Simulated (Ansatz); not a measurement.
Isolated molecules relaxed with PBE0-D4/def2-TZVP in Ansatz; ΔE leaves out vibrations. CBS: MP2 limit from def2 TZ/QZ plus the TZ coupled-cluster correction, frozen cores. DFT in def2-TZVPP. B3LYP here is the variant with VWN-RPA as its local correlation; programs differ in this. Each species was taken in one conformer, which may not be the lowest.

Reaction (isomerisation): `CC1C[SiH2]S1` → `C=CS[SiH2]C`

```tsv
level	ΔE (kJ/mol)	difference from CCSD(T)/CBS
PBE-D4	25.0	-0.5
r2SCAN-D4	21.3	-4.2
PBE0-D4	34.5	9.0
B3LYP-D4	10.7	-14.8
ωB97X-V	33.8	8.3
ωB97M-V	27.7	2.2
B2PLYP	14.9	-10.6
PBE	21.5	-4.0
r2SCAN	20.7	-4.8
PBE0	31.7	6.2
B3LYP	5.0	-20.5
HF/def2-TZVPP	5.5	-20.0
MP2/def2-TZVPP	34.4	8.9
SCS-MP2/def2-TZVPP	27.1	1.6
CCSD/def2-TZVPP	24.8	-0.7
CCSD(T)/def2-TZVPP	25.1	-0.4
HF/def2-QZVPP	5.0	-20.5
MP2/def2-QZVPP	34.4	8.9
SCS-MP2/def2-QZVPP	27.2	1.7
HF/CBS(def2)	4.9	-20.6
MP2/CBS(def2)	34.7	9.2
CCSD/CBS(def2)	25.1	-0.4
CCSD(T)/CBS	25.5	0
```

Largest T1 diagnostic among the species: 0.011.

In def2-TZVPP, CCSD(T) changes the Hartree–Fock value by +19.6 kJ/mol (the triples alone add +0.3 kJ/mol) and MP2 by +28.9 kJ/mol. The D4 term adds +5.7 kJ/mol with B3LYP and +2.8 kJ/mol with PBE0; it sums over pairs of atoms, weighted by their polarisabilities, and B3LYP, whose exchange is more repulsive, gets the larger term.
